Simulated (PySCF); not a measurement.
```xyz
5

O      1.3078    -0.3706    -0.0377
Ga    -0.4400    -0.1103    -0.0043
F     -1.1413     1.4863     0.1151
F     -1.5383    -1.4550    -0.0895
H      1.8117     0.4496     0.0164
```

Charge 0, multiplicity 1.

Problem. Give the Mulliken and meta-Löwdin atomic charges from PBE-D3(BJ)/def2-TZVP // B3LYP-D3(BJ)/def2-TZVP run with PySCF 2.14.0.

Solution. 
| atom | Mulliken (e) | meta-Löwdin (e) |
|---|---|---|
| O1 | -0.46 | -0.66 |
| Ga2 | 0.76 | 1.21 |
| F3 | -0.32 | -0.46 |
| F4 | -0.30 | -0.45 |
| H5 | 0.32 | 0.35 |
